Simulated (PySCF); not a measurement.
This PySCF input asks for the NMR shieldings of `CC[SiH2]N[SiH2]P`, C2H12NPSi2; the geometry comes from GFN2-xTB.

```python
import basis_set_exchange as bse
import numpy as np
from pyscf import gto, dft
from pyscf.prop import nmr

atoms = """
C    -1.455150    1.241658   -0.068780
C    -2.047392   -0.109597   -0.450337
Si   -0.764466   -1.306833   -1.195089
N     0.613229   -1.495876   -0.142695
Si    1.914570   -0.437425    0.265652
P     1.893820    1.263334   -1.190572
H    -2.218563    1.909846    0.329014
H    -0.683923    1.115414    0.690177
H    -0.998709    1.720097   -0.934242
H    -2.507259   -0.555581    0.434534
H    -2.853651    0.045055   -1.169484
H    -1.336080   -2.653828   -1.298877
H    -0.285689   -0.813513   -2.487039
H     0.619360   -2.352630    0.385475
H     3.171986   -1.192481    0.168303
H     1.773395    0.044326    1.650595
H     1.884530    2.256580   -0.226452
H     3.271233    1.327771   -1.301359
"""
names = dict.fromkeys(["C", "Si", "N", "P", "H"], "pcSseg-1")
basis = {el: gto.basis.parse(bse.get_basis(n, elements=[el], fmt="nwchem")) for el, n in names.items()}
mol = gto.M(atom=atoms, basis=basis, charge=0, verbose=0)
mf = dft.RKS(mol, xc="PBE0")
mf.grids.level = 2
mf.grids.alignment = dft.numint.BLKSIZE   # the property module wants whole blocks of grid points
mf.conv_tol = 1e-9
mf.kernel()

calc = nmr.RKS(mf)   # GIAO
C = mf.mo_coeff
Co = C[:, mf.mo_occ > 0]
resp = mf.gen_response(singlet=True, hermi=2)
def vind(x):   # induced exchange potential for any number of trial vectors
    d = np.einsum("pi,xij,qj->xpq", C, 2 * x.reshape(-1, C.shape[1], Co.shape[1]), Co, optimize=True)
    return np.einsum("xpq,pi,qj->xij", resp(d - d.transpose(0, 2, 1)), C, Co, optimize=True).ravel()
mo1, _ = nmr.rhf.solve_mo1(calc, with_cphf=vind)
sigma = calc.kernel(mo1)
for i, s in enumerate(sigma):   # ppm
    print("%2d %-2s %9.2f" % (i, mol.atom_pure_symbol(i), np.trace(s) / 3))
```

Q: What does it print?

A: 
```
 0 C     174.32
 1 C     174.22
 2 Si    382.29
 3 N     259.48
 4 Si    385.01
 5 P     625.56
 6 H      30.21
 7 H      30.86
 8 H      30.39
 9 H      30.97
10 H      31.29
11 H      26.97
12 H      26.45
13 H      32.11
14 H      26.34
15 H      26.09
16 H      30.60
17 H      30.44
```

These numbers come from an equivalent density-fitted implementation of the same equations, which agrees with the script to about 0.01 ppm for H and up to a few tenths of a ppm for heavy atoms, so last digits may differ.

Q: Turn these shieldings into chemical shifts. Scale: TMS for ¹³C (σref 186.93), ²⁹Si (σref 349.16), ¹H (σref 31.72); ¹⁵N (σref 267.73) against NH3; ³¹P (σref 318.38) against H3PO4 (reference shieldings calculated alike).

A: Averaging equivalent atoms: C 1: 12.7; C 0: 12.6; Si 2: -33.1; Si 4: -35.9; N 3: 8.2; P 5: -307.2; H 14/15: 5.50; H 11/12: 5.01; H 6/7/8: 1.23; H 16/17: 1.20; H 9/10: 0.58; H 13: -0.39 ppm. Experimental scales use liquid or dissolved standards, which lie at an offset from isolated NH3 (liquid NH3: subtract about 20 ppm) and H3PO4.

Size and cost of the density-fitted run: 183 basis functions, 38 s wall time on 1 thread of an Arm Neoverse V1, shared host; peak memory 0.84 GiB.
